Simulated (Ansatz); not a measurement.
Geometry optimisation, UKS BHLYP-D4/6-31G* in Ansatz 0.2.0.

The input (input.yaml):

```yaml
crystal:
  periodic: [false, false, false]
  atoms:
    - { symbol: Si, position_ang: [-0.51486, 1.657924, 0.0838] }
    - { symbol: C, position_ang: [1.593518, -0.704002, -0.246844] }
    - { symbol: H, position_ang: [-0.545006, 0.908676, -1.172361] }
    - { symbol: H, position_ang: [-1.710516, 2.526004, 0.181935] }
    - { symbol: H, position_ang: [0.709734, 2.480906, 0.186782] }
    - { symbol: H, position_ang: [-1.368271, -1.228729, 0.752518] }
    - { symbol: F, position_ang: [-0.556247, 0.680725, 1.409153] }
    - { symbol: H, position_ang: [0.63346, -1.143769, -0.469498] }
    - { symbol: O, position_ang: [-1.581978, -1.535658, -0.136313] }
    - { symbol: H, position_ang: [1.817557, 0.087532, -0.958792] }
    - { symbol: H, position_ang: [2.367757, -1.464928, -0.324763] }
    - { symbol: H, position_ang: [1.594195, -0.306912, 0.764188] }
    - { symbol: H, position_ang: [-2.439343, -1.95777, -0.070005] }
magnetization:
  spin_polarized: true
basis:
  gaussian: { orbitals: "6-31G*" }
hamiltonian:
  xc: { name: BHLYP }
  dispersion: d4
relax:
  f_tol: 0.03
  max_steps: 50
```

Launched with:

```bash
$ ansatz run input.yaml --threads 2 --pin off --max-ram 3072MiB --backend cpu --events-out ev --progress --plain --runs-dir out
```

Q: Where does it end, and by what steps?

A: The forces met the threshold. The force dipped under the threshold on the way, but the program's further checks kept it going. After 24 steps the energy has fallen by 0.180 eV; H5 moved furthest, 1.25 Å.

```json
{"step": "0", "energy less start (eV)": "0.0000", "largest force component (eV/Å)": "0.989", "accepted": "yes"}
{"step": "1", "energy less start (eV)": "-0.0980", "largest force component (eV/Å)": "0.593", "accepted": "yes"}
{"step": "2", "energy less start (eV)": "-0.0842", "largest force component (eV/Å)": "1.096", "accepted": "no"}
{"step": "3", "energy less start (eV)": "-0.1200", "largest force component (eV/Å)": "0.306", "accepted": "yes"}
{"step": "4", "energy less start (eV)": "-0.1155", "largest force component (eV/Å)": "0.817", "accepted": "no"}
{"step": "5", "energy less start (eV)": "-0.1255", "largest force component (eV/Å)": "0.222", "accepted": "yes"}
{"step": "6", "energy less start (eV)": "-0.1304", "largest force component (eV/Å)": "0.199", "accepted": "yes"}
{"step": "7", "energy less start (eV)": "-0.1360", "largest force component (eV/Å)": "0.111", "accepted": "yes"}
{"step": "8", "energy less start (eV)": "-0.1412", "largest force component (eV/Å)": "0.147", "accepted": "yes"}
{"step": "9", "energy less start (eV)": "-0.1443", "largest force component (eV/Å)": "0.297", "accepted": "yes"}
{"step": "10", "energy less start (eV)": "-0.1502", "largest force component (eV/Å)": "0.231", "accepted": "yes"}
{"step": "11", "energy less start (eV)": "-0.1565", "largest force component (eV/Å)": "0.442", "accepted": "yes"}
{"step": "12", "energy less start (eV)": "-0.1649", "largest force component (eV/Å)": "0.249", "accepted": "yes"}
{"step": "13", "energy less start (eV)": "-0.1671", "largest force component (eV/Å)": "0.181", "accepted": "yes"}
{"step": "14", "energy less start (eV)": "-0.1734", "largest force component (eV/Å)": "0.122", "accepted": "yes"}
{"step": "15", "energy less start (eV)": "-0.1732", "largest force component (eV/Å)": "0.457", "accepted": "no"}
{"step": "16", "energy less start (eV)": "-0.1755", "largest force component (eV/Å)": "0.087", "accepted": "yes"}
{"step": "17", "energy less start (eV)": "-0.1759", "largest force component (eV/Å)": "0.361", "accepted": "yes"}
{"step": "18", "energy less start (eV)": "-0.1778", "largest force component (eV/Å)": "0.029", "accepted": "yes"}
{"step": "19", "energy less start (eV)": "-0.1782", "largest force component (eV/Å)": "0.038", "accepted": "yes"}
{"step": "20", "energy less start (eV)": "-0.1787", "largest force component (eV/Å)": "0.047", "accepted": "yes"}
{"step": "21", "energy less start (eV)": "-0.1790", "largest force component (eV/Å)": "0.054", "accepted": "yes"}
{"step": "22", "energy less start (eV)": "-0.1792", "largest force component (eV/Å)": "0.040", "accepted": "yes"}
{"step": "23", "energy less start (eV)": "-0.1795", "largest force component (eV/Å)": "0.021", "accepted": "yes"}
{"step": "24", "energy less start (eV)": "-0.1796", "largest force component (eV/Å)": "0.018", "accepted": "yes"}
```

```xyz
13
Properties=species:S:1:pos:R:3
Si -0.817 1.800 0.160
C 1.819 -1.123 -0.363
H -0.229 1.345 -1.103
H -2.286 1.843 0.113
H -0.309 3.147 0.486
H -1.050 -0.970 0.673
F -0.350 0.841 1.372
H 0.885 -1.518 -0.747
O -1.594 -1.091 -0.107
H 2.276 -0.486 -1.115
H 2.495 -1.939 -0.125
H 1.624 -0.541 0.532
H -2.465 -1.310 0.225
```

Run time: 2.2 min on 2 threads of Intel(R) Xeon(R) Platinum 8259CL CPU @ 2.50GHz (Skylake/Cascade Lake), on a shared host, peak memory 0.26 GiB.
